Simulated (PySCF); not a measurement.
## [Ce(H2O)]3+ at several levels of theory

Computed with PySCF 2.14.0 (density fitting, no spin-orbit coupling) at the geometry relaxed with PBE0:

```xyz
4
[Ce(H2O)]3+ (singlet in the valence; each metal's 4f electrons, 1 of them, lie in its core potential, out of spins and levels)
Ce    0.0000    0.0000   -0.1354
O     0.0000    0.0000    2.1706
H     0.7767    0.0000    2.7975
H    -0.7767    0.0000    2.7975
```

```
 level                                                 basis    state  HOMO (eV)  gap (eV)  charge on Ce1 (e)  population of f-type functions on Ce1 (polarisation alone where 4f lies in the core)  dipole about the centre of mass (D)  largest force component (eV/Å)
  PBE0     Ce lcecp-1-SVP with ECP47, O def2-SVP, H def2-SVP  singlet     -27.31      7.30               2.61                                                                                  0.02                                 2.46                            0.00
r2SCAN                                              the same  singlet     -25.93      5.62               2.60                                                                                  0.02                                 2.52                            0.14
  PBE0  Ce lcecp-1-TZVP with ECP47, O def2-TZVP, H def2-TZVP  singlet     -27.33      7.36               2.67                                                                                  0.03                                 2.53                            0.28
```

In the lcecp rows the 4f levels are missing from HOMO and gap, and the state counts the valence alone.

Charges are Mulliken's, which hang on the basis. The relaxation used the grid (50, 194), these runs (75, 302) or, all-electron (x2c bases, spin-free X2C Hamiltonian), (99, 590).

Question: What does wB97X with Ce lcecp-1-SVP with ECP47, O def2-SVP, H def2-SVP give here?

Answer: state singlet, HOMO (eV) -29.73, gap (eV) 12.26, charge on Ce1 (e) 2.63, population of f-type functions on Ce1 (polarisation alone where 4f lies in the core) 0.02, dipole about the centre of mass (D) 2.21, largest force component (eV/Å) 0.18. Time: 1.5 s on 2 threads of Arm Neoverse V2, on a shared host, from an already converged density.

In the first row's basis the gap widens with exact exchange: 5.6 eV for r2SCAN (none); 7.3 eV for PBE0 (a fixed share); 12.3 eV for wB97X (rising or full at long range).

An lcecp potential fixes the number of 4f electrons, so in runs with it no electron can move into or out of that shell.
